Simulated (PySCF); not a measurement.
Hf(OH)4 (H₄HfO₄), SMILES [OH][Hf]([OH])([OH])[OH], multiplicity 1. Atoms are numbered in the order given.

```xyz
9

Hf     0.0000     0.0000     0.0000
O      1.1204     1.1204    -1.1204
H      1.6722     1.6722    -1.6722
O     -1.1204     1.1204     1.1204
H     -1.6722     1.6722     1.6722
O     -1.1204    -1.1204    -1.1204
H     -1.6722    -1.6722    -1.6722
O      1.1204    -1.1204     1.1204
H      1.6722    -1.6722     1.6722
```
Charge 0, spin multiplicity 1.

The structure is a stationary point at B3LYP-D3(BJ)/def2-SVP. The spin state was assumed, not searched. The isomer is the one that the SMILES or the coordinates give; other isomers of the formula were not compared. The def2 effective core potentials stand for the cores of Hf; spin–orbit coupling is left out. Other conformers were not sampled.

Method: PySCF with CAM-B3LYP/def2-TZVP.

The molecule is in vacuum.

```yaml
total_energy: -351.60277 hartree
point_group: Td
highest_occupied_level: -9.91 eV
lowest_empty_level: 0.74 eV
orbital_gap: 10.66 eV
dipole_moment: 0.00 D
quadrupole, principal values (traceless, Buckingham form, about the centre of nuclear charge): 0.00, 0.00, 0.00 D·Å
mean_static_polarisability: 48.2 bohr³ (7.15 Å³)
polarisability_principal_values: 48.2, 48.2, 48.2 bohr³
```
